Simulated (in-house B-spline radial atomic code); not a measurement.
Computed with a B-spline radial atomic code. Model: two electrons, singlet ground state, non-relativistic, full CI in B-splines with partial waves to l = 8 (at full coupling up to 3e-4 hartree above the limit, correlation up to 0.6 % small), density held at that of full coupling by Lieb maximisation.

Along the adiabatic connection the electron repulsion is scaled by a coupling λ while a local potential keeps the density fixed. At λ = 0 the system is the Kohn-Sham one and W equals the exchange energy; the exchange-correlation energy is the area under W between 0 and 1. The kinetic energy rises with λ as the electrons avoid each other, with dT/dλ = −λ dW/dλ.

Command:
```bash
python run_ac.py task.json out
```
Settings (lengths in bohr, energies in hartree):
```
potential              dot
strength               3.5
lmax                   8
second                 -0.5
```

Time taken, with all properties: 5.4 s on 1 thread of Intel(R) Xeon(R) Processor @ 2.30GHz (shared host).

**W = mean repulsion less Hartree energy, and W of three functionals.**

Given: confinement charge in harmonic well; well frequency 3.5 hartree; nuclear charge -0.5; external potential omega^2 r^2/2 - Z/r.

Computed: LDA exchange minus exact 195.62 millihartree; SCAN exchange minus exact 1.5068 millihartree.

```csv
coupling,W xc (hartree),W xc minus exchange (millihartree),kinetic minus Kohn-Sham (millihartree),LDA (PW92) W minus its exchange (millihartree),PBE W minus its exchange (millihartree),SCAN W minus its exchange (millihartree)
0,-1.3676,0,0,0,0,0
0.02,-1.3696,-2.043,0.02,-12.75,-3.59,-1.91
0.05,-1.3727,-5.081,0.13,-26.39,-8.67,-4.72
0.12,-1.3796,-12.048,0.72,-51.15,-19.72,-11.1
0.25,-1.3921,-24.545,3.02,-86.38,-38.23,-22.43
0.4,-1.4059,-38.288,7.48,-118.69,-57.34,-34.8
0.6,?,?,?,?,?,?
0.8,-1.4393,-71.697,27.38,-184.07,-100.63,-64.86
1,-1.4544,-86.81,40.96,-210.17,-119.29,-78.54
1.4,-1.4818,-114.26,73.79,-254.39,-152.36,-103.65
2,?,?,?,?,?,?
3,-1.5639,-196.35,249.36,-374.34,-249.17,-182.13
4.5,-1.6149,-247.34,438.26,-446.18,-310.85,-234.59
7,-1.6705,-302.93,752.32,-526.55,-382.16,-295.75
10,-1.7124,-344.77,1103.3,-590.37,-440.09,-344.18
```

**Question.** What belongs in the row 0.6?

**Answer.** W xc (hartree): -1.4231; W xc minus exchange (millihartree): -55.553; kinetic minus Kohn-Sham (millihartree): 16.09; LDA (PW92) W minus its exchange (millihartree): -154.14; PBE W minus its exchange (millihartree): -80.14; SCAN W minus its exchange (millihartree): -50.32.

**Question.** What belongs in the row 2?

**Answer.** W xc (hartree): -1.5171; W xc minus exchange (millihartree): -149.56; kinetic minus Kohn-Sham (millihartree): 133.48; LDA (PW92) W minus its exchange (millihartree): -307.41; PBE W minus its exchange (millihartree): -194.03; SCAN W minus its exchange (millihartree): -136.66.

**Question.** What is the PBE exchange minus exact?

**Answer.** 57.226 millihartree.

**Energy parts, natural occupations and partial-wave weights.**

Computed: total energy 13.8816 hartree; exchange energy -1.3676 hartree; correlation energy -0.045847 hartree; initial slope twice GL2 -0.10252 hartree; kinetic part over minus potential part 0.47187; Hartree energy 2.7352 hartree; Lieb Oxford ratio E_xc over LDA exchange 1.206.

```json
{"natural": "s", "occupation of the shell (electrons)": "1.9898"}
{"natural": "p", "occupation of the shell (electrons)": "0.0092619"}
{"natural": "s", "occupation of the shell (electrons)": "0.00038861"}
{"natural": "d", "occupation of the shell (electrons)": "0.00037254"}
{"natural": "p", "occupation of the shell (electrons)": "?"}
{"natural": "f", "occupation of the shell (electrons)": "4.7958e-05"}
```

**Question.** What belongs in the row p?

**Answer.** occupation of the shell (electrons): 6.6475e-05.

```tsv
wave	weight
s	0.9951
p	0.0046662
d	0.00019407
f	?
g	5.9541e-06
```

**Question.** What belongs in the row f?

**Answer.** weight: 2.6246e-05.

**Question.** What is the kinetic part of the DFT correlation energy?

**Answer.** 0.040963 hartree.

**Question.** What is the Kohn-Sham kinetic?

**Answer.** 4.5165 hartree.

Half-way to full coupling W has made 54 % of its drop, against 50 % for a straight line, and second-order (GL2) theory, half the initial slope, overshoots the correlation energy by about 12 %: a moderate bend, as in light atoms. Over couplings 0 to 1 the errors in E_xc come to about +113 millihartree for LDA, +37 millihartree for PBE, +5.8 millihartree for SCAN, so SCAN is nearest. In LDA and PBE the errors of exchange and correlation have opposite signs, so the sum is smaller than the larger of the two.
